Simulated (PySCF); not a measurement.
**Worked example: chemical shift, span and skew from a shielding tensor**

Si(Cl)(Me)2(NH2) (C₂H₈ClNSi), SMILES C[Si](C)(N)Cl. Atoms are numbered in the order given.

```xyz
13

C     -0.8646    -0.8578    -1.5677
Si    -0.3494     0.0199     0.0000
C     -0.8646    -0.8578     1.5677
N     -1.0212     1.6110     0.0000
Cl     1.7681     0.0360     0.0000
H     -1.9616    -0.9481    -1.6185
H     -0.5201    -0.3082    -2.4584
H     -0.4255    -1.8666    -1.6088
H     -0.5201    -0.3082     2.4584
H     -1.9616    -0.9481     1.6185
H     -0.4255    -1.8666     1.6088
H     -0.9141     2.1861     0.8317
H     -0.9141     2.1861    -0.8317
```
Charge 0, spin multiplicity 1.

Geometry: B3LYP-D3(BJ)/def2-SVP. The values are those of a single conformer.

GIAO shieldings from KT2/pcSseg-1 (PySCF), non-relativistic, no solvent. The symmetric part of the tensor of Si2 has the principal values 326.2, 335.5, 352.2 ppm. The same nucleus in TMS has σ = 361.9 ppm at this level (PySCF, at its B3LYP-D3(BJ)/def2-TZVP geometry). Without spin–orbit terms, shifts of atoms bonded to Cl or Br come out too high.

**Question.** Work out the isotropic shielding, the ²⁹Si shift against TMS, the span and the skew.

**Answer.** 
σ(iso) = (σ11 + σ22 + σ33)/3 = 338.0 ppm. δ = σ(ref) − σ(iso) = 361.9 − (338.0) = 23.9 ppm.
Span Ω = σ33 − σ11 = 26.0 ppm. Skew κ = 3(σ(iso) − σ22)/Ω = 0.28. Tumbling in solution averages the tensor to δ; in a static solid the shielding alone would spread this spin-1/2 line over Ω.
